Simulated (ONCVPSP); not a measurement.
# Transferability test, ONCV potential for La

```
Element                 : La
Generator               : ONCVPSP 4.0.1
Type                    : optimised norm-conserving Vanderbilt (ONCV)
Functional              : PBEsol
Relativity              : scalar-relativistic
Frozen core             : [Kr] 4d10
Valence charge          : 11
Reference configuration : 5s2 5p6 5d1 6s2
Partial waves           : 5s+6s: rc 2.40 bohr, ncon 4, nbas 8, qcut 4.3 1/bohr, 2 projectors; 5p: rc 1.70 bohr, ncon 5, nbas 10, qcut 4.6 1/bohr, 2 projectors, debl 0.7 Ha; 5d: rc 3.70 bohr, ncon 4, nbas 9, qcut 3.6 1/bohr, 2 projectors, debl 1.3 Ha; f scattering state at 0.36 Ha: rc 3.95 bohr, ncon 3, nbas 7, qcut 2.6 1/bohr, 2 projectors, debl 2.8 Ha
Local potential         : polynomial inside 1.05 bohr (lpopt 3, dvloc0 0 Ha)
Core correction         : none
```

In the p channel the program set the typed energies aside and used -0.823, 0.250 Ha. In the f channel the program set the typed energies aside and used -0.161, 2.639 Ha.

Energies are relative to the spin-unpolarised reference configuration 5s2 5p6 5d1 6s2; without spin polarisation the order of configurations can differ from experiment.

(1) Give the all-electron excitation energy and the error of the potential for: 5s2 5p6 5d1 6s1; 5s2 5p6 5d1 6s0; 5s2 5p6 5d0 6s0; 5s2 5p6 5d1 6s1 6p1.

Note: ghosts flagged at negative energy: s at -89.3 eV; GHOST(+) flagged for d at 38.7 eV, p at 61.6 eV, f at 167.1 eV, f at 264.9 eV. A true bound ghost makes a file unfit for plane-wave use.

## Answers

(1)

```csv
valence configuration,charge,ΔE all-electron (eV),error AE − PS (meV)
5s2 5p6 5d1 6s1,+1,6.000,-1.5
5s2 5p6 5d1 6s0,+2,16.848,-7.7
5s2 5p6 5d0 6s0,+3,35.755,+33
5s2 5p6 5d1 6s1 6p1,0,2.408,-0.5
```
